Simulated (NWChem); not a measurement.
System meant: SrF2; SMILES [F][Sr][F]

Here is an NWChem input.

```
start job
memory heap 200 mb stack 900 mb global 1100 mb
geometry units angstroms noautoz
  Sr     0.000000     0.000000     0.147901
  F      1.921542     0.000000    -0.754771
  F     -1.921542     0.000000    -0.754771
end
basis spherical
  * library def2-svp
end
dft
  xc pbe0
  iterations 150
  mulliken
end
task dft energy
```

End of the output:

```
             Grid Information
             ----------------
          Grid used for XC integration:  medium
          Radial quadrature: Mura-Knowles
          Angular quadrature: Lebedev.
          Tag              B.-S. Rad. Rad. Pts. Rad. Cut. Ang. Pts.
          ---              ---------- --------- --------- ---------
          Sr                  2.00      123          10.0       590
          F                   0.50       49           8.0       434
          Grid pruning is: on
          Number of quadrature shells:   172
          Spatial weights used:  Erf1

          Convergence Information
          -----------------------
          Convergence aids based upon iterative change in
          total energy or number of iterations.
          Levelshifting, if invoked, occurs when the
          HOMO/LUMO gap drops below (HL_TOL):  1.00D-02
          DIIS, if invoked, will attempt to extrapolate
          using up to (NFOCK): 10 stored Fock matrices.

                    Damping( 0%)  Levelshifting(0.5)       DIIS
                  --------------- ------------------- ---------------
          dE  on:    start            ASAP                start
          dE off:    2 iters        150 iters           150 iters

      Screening Tolerance Information
      -------------------------------
          Density screening/tol_rho:  1.00D-10
          AO Gaussian exp screening on grid/accAOfunc:  14
          CD Gaussian exp screening on grid/accCDfunc:  20
          XC Gaussian exp screening on grid/accXCfunc:  20
          Schwarz screening/accCoul:  1.00D-08

      Superposition of Atomic Density Guess
      -------------------------------------

      charge =      38.0 Sr (Strontium)

      symmetry species            s     p     d     f
      number of basis functions = 6     6     5
      number of cont. functions = 4     3     2
      number of closed shells   = 5     3     1
      number of open shells     = 0     0     0
      open shell occupation     = 0     0     0
 ------------------------------------------------------------------------
 atomscf:atomd: error in atom scf                   0
 ------------------------------------------------------------------------
 ------------------------------------------------------------------------
  current input line :
    16: task dft energy
 ------------------------------------------------------------------------
 ------------------------------------------------------------------------
 This error has not yet been assigned to a category
 ------------------------------------------------------------------------
 For more information see the NWChem manual at https://nwchemgit.github.io

0:atomscf:atomd: error in atom scf:Received an Error in Communication
```

**Question.** Find the fault in this run and fix the input.

**Answer.** The program stopped with an error. Cause: the def2 basis of a heavy element holds valence functions alone and wants its effective core potential (without it all electrons must fit into that basis). This input runs:
```
start job
memory heap 200 mb stack 900 mb global 1100 mb
geometry units angstroms noautoz
  Sr     0.000000     0.000000     0.147901
  F      1.921542     0.000000    -0.754771
  F     -1.921542     0.000000    -0.754771
end
basis spherical
  Sr library def2-svp
  F library def2-svp
end
ecp
  Sr library def2-ecp
end
dft
  xc pbe0
  iterations 150
  mulliken
end
task dft energy
```
It converges to -230.17214 Ha (PBE0/def2-SVP with def2 effective core potentials on Sr).
